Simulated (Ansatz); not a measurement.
Cost and result for the atomization energy of `[SiH3][Se][GaH][Cl]` (8 atoms, 7 bonds).

Charge 0, multiplicity 1. Correlated methods include outer-core shells of Ga, Se, which these sets cover unevenly. Scalar relativity is left out up to krypton. Geometry: relaxed with PBE0-D4/def2-TZVP. It is one conformer, not always the lowest. Program: Ansatz. Hardware: A = 2 threads of an AMD EPYC 7R13 on a shared host; B = 2 threads of an AMD EPYC 7R13 on a shared host and a share of an NVIDIA H100 80 GB. Times are those of one run each, without the atoms' runs, and a repeat can differ threefold. Electronic energies, without spin–orbit coupling; frozen cores. CCSD(T)/CBS adds CCSD(T) − MP2 in def2-TZVPP to the MP2 limit, and its time is that of the two runs behind it. T1 = 0.011. With those shells the extrapolation isn't a true limit. HSE06 is the plane-wave form, built on full-range PBE exchange.

CCSD(T)/CBS is a level of theory with its own doubt, some kJ/mol a heavy atom from the limit and from the frozen cores, so smaller differences don't rank the functionals.

```tsv
level	functions	wall time
LDA (SPW92)/def2-TZVPP [A]	236	2.5 s
PBE-D4/def2-TZVPP (with forces) [A]	236	4.3 s
PBE0-D4/def2-TZVPP [A]	236	8.1 s
HSE06-D4/def2-TZVPP [A]	236	9 s
r2SCAN-D4/def2-TZVPP (with forces) [A]	236	9 s
BHLYP-D4/def2-TZVPP [A]	236	9 s
CCSD(T)/def2-SVP [B]	120	11 s
B2PLYP/def2-TZVPP [A]	236	12 s
MP2/def2-QZVPP [B]	438	14 s
CCSD(T)/def2-TZVPP [B]	236	16 s
ωB97X-V/def2-TZVPP [A]	236	17 s
ωB97M-V/def2-TZVPP (with forces) [A]	236	26 s
CCSD(T)/CBS(def2)	–	30 s
```

**Question.** What atomization energy does each give, and how far from CCSD(T)/CBS? (Estimate.)

**Answer.** Ansatz gave: 
```
                                 level  atomization (kJ/mol)  difference from CCSD(T)/CBS  per bond
            LDA (SPW92)/def2-TZVPP [A]                2462.5                        245.3      35.0
   PBE-D4/def2-TZVPP (with forces) [A]                2181.9                        -35.3      -5.0
                PBE0-D4/def2-TZVPP [A]                2178.0                        -39.2      -5.6
               HSE06-D4/def2-TZVPP [A]                2178.7                        -38.5      -5.5
r2SCAN-D4/def2-TZVPP (with forces) [A]                2215.6                         -1.6      -0.2
               BHLYP-D4/def2-TZVPP [A]                2153.2                        -64.0      -9.2
                  CCSD(T)/def2-SVP [B]                2042.1                       -175.1     -25.0
                 B2PLYP/def2-TZVPP [A]                2151.3                        -65.9      -9.4
                    MP2/def2-QZVPP [B]                2208.9                         -8.3      -1.2
                CCSD(T)/def2-TZVPP [B]                2157.2                        -60.0      -8.6
                ωB97X-V/def2-TZVPP [A]                2219.7                          2.5       0.4
  ωB97M-V/def2-TZVPP (with forces) [A]                2187.3                        -29.9      -4.3
                     CCSD(T)/CBS(def2)                2217.2                          0.0       0.0
```

The D4 term adds +39.9 kJ/mol with B3LYP and +20.9 kJ/mol with PBE0; it sums over pairs of atoms, weighted by their polarisabilities, and B3LYP, whose exchange is more repulsive, gets the larger term. From r2SCAN to r2SCAN0 (25 % exact exchange), in def2-TZVPP and without D4, the atomization energy moves by −22.6 kJ/mol: exact exchange takes away binding that semilocal exchange gives to molecules. In def2-TZVPP, CCSD(T) changes the Hartree–Fock value by +515.8 kJ/mol (the triples alone add +32.7 kJ/mol) and MP2 by +533.0 kJ/mol; breaking electron pairs costs correlation energy, which Hartree–Fock lacks.

B3LYP here is the variant with VWN-RPA as its local correlation; programs differ in this.
